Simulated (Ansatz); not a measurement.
Consider the substitution at a C–Ge bond: `[SiH3][GeH2][CH2]S` + `N=CBO` → `OB/C=N/CS` + `[SiH3][GeH3]`.

Calculated with Ansatz (gas phase, PBE0-D4/def2-TZVP geometries, no zero-point term in ΔE). CCSD(T)/CBS is the MP2 limit (def2-TZVPP, def2-QZVPP) plus CCSD(T) − MP2 in def2-TZVPP, frozen cores. DFT in def2-TZVPP. For Ge outer-core shells are correlated without core-valence functions, which leaves a few kJ/mol of doubt a bond. Scalar relativity is left out up to krypton. One conformer a species, not always the lowest.

`[SiH3][GeH2][CH2]S`:

```xyz
12

Si   -1.288    1.402    0.441
Ge   -0.625   -0.803   -0.166
C     1.299   -0.997    0.205
S     2.257    0.348   -0.532
H    -0.628    1.772    1.721
H    -2.763    1.452    0.633
H    -0.913    2.382   -0.609
H    -0.826   -1.041   -1.678
H    -1.422   -1.884    0.595
H     1.679   -1.969   -0.110
H     1.457   -0.908    1.281
H     1.773    0.246   -1.781
```

`N=CBO`:

Z-matrix (Å, degrees):
```
C
B 1 1.592
N 1 1.273 2 115.3
H 1 1.097 2 122.9 3 -180.0
O 2 1.339 1 115.9 3 -0.0
H 2 1.196 1 124.6 3 180.0
H 3 1.020 1 113.2 2 -180.0
H 5 0.974 2 108.2 1 0.0
```

`OB/C=N/CS`:

Cartesian coordinates in Å:
```
O -0.566 2.368 -1.843
B 0.165 1.286 -1.494
C -0.378 0.418 -0.311
N 0.255 -0.626 0.048
C -0.270 -1.392 1.141
S 0.828 -1.314 2.581
H -0.189 2.866 -2.573
H 1.180 1.002 -2.063
H -1.306 0.710 0.210
H -1.243 -1.030 1.504
H -0.371 -2.432 0.829
H 1.894 -1.857 1.971
```

`[SiH3][GeH3]`:

Cartesian coordinates in Å:
```
Si -0.561 -0.284 -1.022
Ge 0.550 0.279 1.003
H -1.942 -0.751 -0.734
H 0.175 -1.368 -1.726
H -0.632 0.904 -1.913
H -0.198 1.405 1.735
H 1.984 0.757 0.719
H 0.623 -0.940 1.938
```

| level | ΔE (kJ/mol) |
| --- | --- |
| r2SCAN-D4 | 34.9 |
| ωB97X-V | 38.0 |
| B2PLYP | 34.3 |
| PBE | 30.7 |
| HF/def2-TZVPP | 25.6 |
| SCS-MP2/def2-TZVPP | 41.2 |
| MP2/def2-QZVPP | 46.3 |
| HF/CBS(def2) | 23.9 |

Question: What does CCSD(T)/CBS give? (Estimate.)

Answer: Computed: +44.7 kJ/mol. The listed levels differ from it by -9.8, -6.7, -10.4, -14.0, -19.1, -3.5, 1.6, -20.8 kJ/mol.

Largest T1 diagnostic among the species: 0.014.

The D4 term adds +6.9 kJ/mol with B3LYP and +3.7 kJ/mol with PBE0; it sums over pairs of atoms, weighted by their polarisabilities, and B3LYP, whose exchange is more repulsive, gets the larger term. In def2-TZVPP, CCSD(T) changes the Hartree–Fock value by +16.8 kJ/mol (the triples alone add +1.2 kJ/mol) and MP2 by +19.9 kJ/mol.

B3LYP here is the variant with VWN-RPA as its local correlation; programs differ in this.
